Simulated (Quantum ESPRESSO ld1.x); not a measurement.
Input (ld1.x (Quantum ESPRESSO 7.5)):

```
 &input
    zed=81.0,
    iswitch=1,
    rel=1,
    lsd=1,
    dft='PZ',
    config='[Ar] 3d7',
    prefix='ld1',
    max_out_wfc=37,
    file_charge='ld1.rho',
 /
```

Command: `OMP_NUM_THREADS=1 ld1.x < ld1.in > ld1.out`

It prints (banner and zero overlaps left out):

```
     Program LD1 v.7.5 starts

     --------------------------- All-electron run ----------------------------

     scalar relativistic calculation

     atomic number is 81.00
     dft =PZ   lsd =1 sic =0 latt =0  beta=0.20 tr2=1.0E-14
     Exchange-correlation= PZ
                           (   1   1   0   0   0   0   0)
     mesh =2125 r(mesh) =  99.24096 a.u. xmin = -8.00 dx = 0.00800
     1 Ry =  13.60569312 eV, c = 137.03599908

     n l     nl                  e(Ry)          e(Ha)          e(eV)
     1 0     1S 1( 1.00)     -6552.3740     -3276.1870    -89149.5895
     2 0     2S 1( 1.00)     -1377.5312      -688.7656    -18742.2667
     2 1     2P 1( 3.00)     -1221.8328      -610.9164    -16623.8820
     3 0     3S 1( 1.00)      -503.8315      -251.9158     -6854.9771
     3 1     3P 1( 3.00)      -458.5451      -229.2726     -6238.8240
     3 2     3D 1( 5.00)      -415.9632      -207.9816     -5659.4672
     1 0     1S 2( 1.00)     -6552.3356     -3276.1678    -89149.0670
     2 0     2S 2( 1.00)     -1376.4260      -688.2130    -18727.2296
     2 1     2P 2( 3.00)     -1220.9089      -610.4545    -16611.3123
     3 0     3S 2( 1.00)      -502.6006      -251.3003     -6838.2292
     3 1     3P 2( 3.00)      -457.3244      -228.6622     -6222.2151
     3 2     3D 2( 2.00)      -414.4647      -207.2323     -5639.0795

     final scf error:  2.1E-15 reached in  20 iterations

     Etot =  -34900.442154 Ry,  -17450.221077 Ha, -474844.705808 eV
     Total magnetization:    3.00 Bohr mag.

     Ekin =   39918.255907 Ry,   19959.127953 Ha,  543115.539869 eV
     Encl =  -79556.056617 Ry,  -39778.028309 Ha,-1082415.292409 eV
     Eh   =    5204.873348 Ry,    2602.436674 Ha,   70815.909514 eV
     Exc  =    -467.514791 Ry,    -233.757396 Ha,   -6360.862781 eV
```

Run on one thread of a shared host, so times are rough (Intel(R) Xeon(R) Processor @ 2.60GHz): 0.6 s of CPU time, 0.68 s wall, 20 iterations on 2125 mesh points.
